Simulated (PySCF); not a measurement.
Si(Cl)2(Br)(vinyl) (C2H3BrCl2Si), SMILES C=C[Si](Cl)(Cl)Br. Atoms are numbered in the order given.

```xyz
9

C     -2.8153     0.4611     0.0000
C     -1.9940    -0.5957     0.0000
Si    -0.1483    -0.4936     0.0000
Cl     0.6097    -1.4497    -1.6659
Cl     0.6097    -1.4497     1.6659
Br     0.5416     1.6225     0.0000
H     -2.4347     1.4875     0.0000
H     -3.9039     0.3415     0.0000
H     -2.4163    -1.6092     0.0000
```

Coordinates come from a B3LYP-D3(BJ)/def2-SVP optimisation. Other conformers were not sampled.

Calculation: PBE0/pcSseg-1 (PySCF).

GIAO shieldings, no solvent; atoms listed in one row are averaged. δ = σ(ref) − σ: ¹³C against TMS (σ = 186.3 ppm); ²⁹Si against TMS (σ = 352.7 ppm); ³⁵Cl against HCl (σ = 945.9 ppm); ¹H against TMS (σ = 31.56 ppm), references at their B3LYP-D3(BJ)/def2-TZVP geometries, non-relativistic (without spin–orbit terms, shifts of atoms bonded to Cl or Br come out too high).

| nucleus | atoms | count | δ (ppm) |
|---|---|---|---|
| ¹³C | C1 | 1 | 150.8 |
| ¹³C | C2 | 1 | 142.9 |
| ²⁹Si | Si3 | 1 | 39.4 |
| ³⁵Cl | Cl4, Cl5 | 2 | 163.4 |
| ¹H | H8 | 1 | 6.89 |
| ¹H | H7 | 1 | 6.81 |
| ¹H | H9 | 1 | 6.51 |
